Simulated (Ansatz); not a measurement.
This geometry of CH₆AlNSi (10 atoms, charge 0, multiplicity 1) is a first-order saddle point.

Level of theory: RKS PBE-D4/STO-3G in Ansatz.

```xyz
10
Properties=species:S:1:pos:R:3
C -0.249 1.449 -0.229
N 0.050 -0.007 -0.259
Al 0.482 -1.436 -1.137
Si 0.104 -1.292 1.023
H 0.612 2.061 -0.590
H -0.489 1.796 0.800
H -1.122 1.710 -0.875
H 0.800 -1.882 -2.544
H -1.178 -1.453 1.724
H 1.073 -0.997 2.088
```

Problem. Which two structures does it join? (They come from a converged band through this point; their orientation in space is the band's.)

Solution. No bond is made or broken. The dihedral H6–C1–N2–Si4 goes from 60 to -61°. The two ends are copies of one structure, up to a mirror image or an exchange of like atoms.

Image 0:

```xyz
10
Properties=species:S:1:pos:R:3
C -0.160 1.461 -0.198
N 0.125 0.007 -0.247
Al 0.772 -1.386 -1.045
Si -0.203 -1.344 0.925
H 0.201 1.969 -1.120
H 0.335 1.959 0.671
H -1.254 1.673 -0.110
H 1.472 -1.755 -2.331
H -1.632 -1.504 1.225
H 0.428 -1.129 2.234
```

Image 10:

```xyz
10
Properties=species:S:1:pos:R:3
C -0.293 1.434 -0.236
N 0.039 -0.011 -0.272
Al 0.454 -1.451 -1.137
Si 0.186 -1.264 1.037
H 0.428 2.017 0.389
H -1.310 1.622 0.187
H -0.273 1.873 -1.259
H 0.706 -1.913 -2.553
H -1.055 -1.434 1.805
H 1.202 -0.924 2.041
```

Problem. How far does it lie above each of them?

Solution. 0.9 kcal/mol above the first and 0.9 kcal/mol above the second. This is the barrier of this one path; another mechanism may lie lower. Limits of this set-up: minimal basis.

Run time: 63 s on 1 CPU thread of a shared host.
